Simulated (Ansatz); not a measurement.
CH4Zn, SMILES `[CH3][ZnH]`, 6 atoms. Charge 0, multiplicity 1. For Zn the d shell is correlated and the shells below it are frozen. Scalar relativity is left out up to krypton. All runs use 4 threads of an Arm Neoverse V2 on a shared host. Correlated methods freeze the cores. Open-shell runs search over several starts.

Question: How many basis functions does each run have, and how long does it take in Ansatz? RKS PBE0-D4/def2-SVP energy; RHF-CCSD(T) with 3s3p of Cu, Zn/def2-TZVPP energy; UKS PBE-D4/def2-TZVPP energy of the cation; UKS B2PLYP (frozen core with 3s3p of Cu, Zn)/def2-TZVPP energy of the cation; RHF-CCSD(T) with 3s3p of Cu, Zn/def2-SVP energy; UHF-MP2 with 3s3p of Cu, Zn/def2-QZVPP energy of the cation; RKS PBE0-D4/def2-TZVP relaxation (4 steps); UKS ωB97M-V/def2-TZVPP energy of the cation; direct RPA on PBE orbitals with 3s3p of Cu, Zn/def2-TZVPP energy; UKS B3LYP-D4/def2-TZVPP energy of the cation; RKS PBE-D4/def2-TZVPP energy and forces; RKS LC-ωPBE/def2-TZVPP energy. (Best estimate.)

Answer: The calculation gave: Other jobs shared the machine, so times are rough.

```json
{"level": "RKS PBE0-D4/def2-SVP", "job": "energy", "functions": "65", "wall time": "0.5 s", "peak host memory (GiB)": "0.11"}
{"level": "RHF-CCSD(T) with 3s3p of Cu, Zn/def2-SVP", "job": "energy", "functions": "65", "wall time": "0.55 s", "peak host memory (GiB)": "0.15"}
{"level": "RKS PBE-D4/def2-TZVPP", "job": "energy and forces", "functions": "151", "wall time": "0.9 s", "peak host memory (GiB)": "0.16"}
{"level": "RKS LC-ωPBE/def2-TZVPP", "job": "energy", "functions": "151", "wall time": "0.9 s", "peak host memory (GiB)": "0.18"}
{"level": "direct RPA on PBE orbitals with 3s3p of Cu, Zn/def2-TZVPP", "job": "energy", "functions": "151", "wall time": "1.5 s", "peak host memory (GiB)": "0.24"}
{"level": "UKS PBE-D4/def2-TZVPP", "job": "energy of the cation", "functions": "151", "wall time": "1.5 s", "peak host memory (GiB)": "0.19"}
{"level": "UKS B3LYP-D4/def2-TZVPP", "job": "energy of the cation", "functions": "151", "wall time": "1.9 s", "peak host memory (GiB)": "0.36"}
{"level": "UKS B2PLYP (frozen core with 3s3p of Cu, Zn)/def2-TZVPP", "job": "energy of the cation", "functions": "151", "wall time": "3.5 s", "peak host memory (GiB)": "0.37"}
{"level": "RKS PBE0-D4/def2-TZVP", "job": "relaxation (4 steps)", "functions": "103", "wall time": "3.7 s", "peak host memory (GiB)": "0.19"}
{"level": "UKS ωB97M-V/def2-TZVPP", "job": "energy of the cation", "functions": "151", "wall time": "5.5 s", "peak host memory (GiB)": "0.53"}
{"level": "RHF-CCSD(T) with 3s3p of Cu, Zn/def2-TZVPP", "job": "energy", "functions": "151", "wall time": "8.5 s", "peak host memory (GiB)": "0.97"}
{"level": "UHF-MP2 with 3s3p of Cu, Zn/def2-QZVPP", "job": "energy of the cation", "functions": "277", "wall time": "9.5 s", "peak host memory (GiB)": "0.91"}
```

B3LYP here is the variant with VWN-RPA as its local correlation; programs differ in this. LC-ωPBE has ω = 0.4 bohr⁻¹.
